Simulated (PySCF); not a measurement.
BF3, singlet, at a GFN2-xTB geometry. Base run: MP2/cc-pVDZ in PySCF.

Input for PySCF:
```python
from pyscf import gto, scf, mp

mol = gto.Mole()
mol.atom = '''
    B    -0.00000000    0.00000000   -0.00000000
    F    -0.00659779    1.30036204   -0.00088081
    F     1.12944220   -0.64446528    0.00325160
    F    -1.12284440   -0.65589676   -0.00237079
'''
mol.basis = 'cc-pvdz'
mol.verbose = 5
mol.build()

mf = scf.RHF(mol)
mf.kernel()

pt = mp.MP2(mf)
pt.kernel()
print('E(MP2) = %.10f' % pt.e_tot)
mf.analyze()
```

The base run was repeated with changes; each row names its change, and settings that it needs were set with it.

| change | ΔE vs base (kcal/mol) | MP2 correlation (Eh) | basis functions |
|---|---|---|---|
| base | 0.000 | -0.64435 | 56 |
| method = ccsd | -3.47 | -0.64435 | 56 |
| method = ccsd(t) | -10.24 | -0.64435 | 56 |
| frozen = 3 | 4.07 | -0.63786 | 56 |
| density fitting = JK and correlation | 0.031 | -0.64439 | 56 |
| frozen = 5 | 40.27 | -0.58017 | 56 |
| cart = on | -10.94 | -0.65958 | 60 |
| frozen = 4 | 5.43 | -0.63569 | 56 |
| method = cisd | 37.07 | - | 56 |
